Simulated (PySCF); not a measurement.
## $^{31}$P chemical shifts

[PySCF 2.14.0 with density-fitted response routines: structure optimised with GFN2-xTB; GIAO PBE0/pcSseg-1 shieldings; single conformer; fast rotation and ring inversion assumed for equivalent nuclei; gas phase; relativity neglected]

Shieldings were converted by a linear fit to measured shifts: $^{31}$P (scatter 18.1 ppm rms vs H3PO4, solution or neat liquid). A few per cent of atoms miss by over 2 rms, more outside the fitted compound classes.

**Question.** Give the $^{31}$P shifts of `C=C(C)/P=P/CCP`.

**Answer.** 
| compound | environment | δ (ppm) |
| --- | --- | --- |
| [CH2:1]=[C:2]([CH3:3])/[P:4]=[P:5]/[CH2:6][CH2:7][PH2:8] | P5: phosphorus bonded to C, P | 494.8 |
| [CH2:1]=[C:2]([CH3:3])/[P:4]=[P:5]/[CH2:6][CH2:7][PH2:8] | P4: phosphorus bonded to C, P | 431.4 |
| [CH2:1]=[C:2]([CH3:3])/[P:4]=[P:5]/[CH2:6][CH2:7][PH2:8] | P8: phosphorus bonded to C, 2 H | -154.9 |

**Question.** Order these by $^{31}$P shift, lowest first.
A. CC#C[P@@](C)(CC)=N[SiH3]
B. CC(=O)c1ocpc1Cl
C. CC(C)(CC#N)C[SiH2]P

**Answer.** C (-250.6 ppm, phosphorus bonded to Si, 2 H), A (-16.1 ppm, phosphorus bonded to 3 C, N), B (131.1 ppm, phosphorus bonded to 2 C, in a 5-membered ring).
